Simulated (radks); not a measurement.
Values are calculated unless marked as measured or tabulated.
Species: the iodine ion I3+. Configuration: [Kr] 4d9 5s2 5p3 (not the ground configuration).

Level of theory: Dirac Kohn-Sham, PBE, spin-unpolarised, spherical densities, finite nucleus; open shells fill j = l - 1/2 first; Fermi nuclear charge, rms radius 4.75 fm (a radial shooting solver on a logarithmic mesh with Libxc functionals).

Energy parts (Ry):
total: -14229.59438
kinetic: 15082.93649
electron-nucleus: -34436.84449
Hartree: 5484.48674
exchange-correlation: -360.17310

Orbitals (lengths in bohr, moments of r in powers of bohr):
| orbital | occ. | eigenvalue (Ry) | <r> | small-component weight |
|---|---|---|---|---|
| 1s1/2 | 2 | -2425.512 | 0.02722 | 3.81e-02 |
| 2s1/2 | 2 | -377.3031 | 0.1167 | 8.15e-03 |
| 2p1/2 | 2 | -354.2054 | 0.09846 | 8.18e-03 |
| 2p3/2 | 4 | -332.2496 | 0.1041 | 7.76e-03 |
| 3s1/2 | 2 | -78.62742 | 0.3137 | 2.41e-03 |
| 3p1/2 | 2 | -69.07834 | 0.3039 | 2.36e-03 |
| 3p3/2 | 4 | -64.94387 | 0.3155 | 2.24e-03 |
| 3d3/2 | 4 | -48.12490 | 0.2863 | 2.13e-03 |
| 3d5/2 | 6 | -47.25517 | 0.2900 | 2.09e-03 |
| 4s1/2 | 2 | -16.22609 | 0.7360 | 6.98e-04 |
| 4p1/2 | 2 | -12.87504 | 0.7668 | 6.37e-04 |
| 4p3/2 | 4 | -12.05563 | 0.7939 | 6.03e-04 |
| 4d3/2 | 4 | -6.63892 | 0.8930 | 4.68e-04 |
| 4d5/2 | 5 | -6.50683 | 0.9033 | 4.59e-04 |
| 5s1/2 | 2 | -3.59993 | 1.784 | 1.47e-04 |
| 5p1/2 | 2 | -2.74197 | 2.002 | 1.17e-04 |
| 5p3/2 | 1 | -2.62550 | 2.069 | 1.11e-04 |

The highest occupied level is 5p3/2 at -35.722 eV. Summed over all electrons, <r^2> = 36.84 bohr^2, which gives a Langevin (diamagnetic) susceptibility term of -29.2 x 10^-6 cm^3/mol. The density falls to 0.001 e/bohr^3 at r = 3.67 bohr.
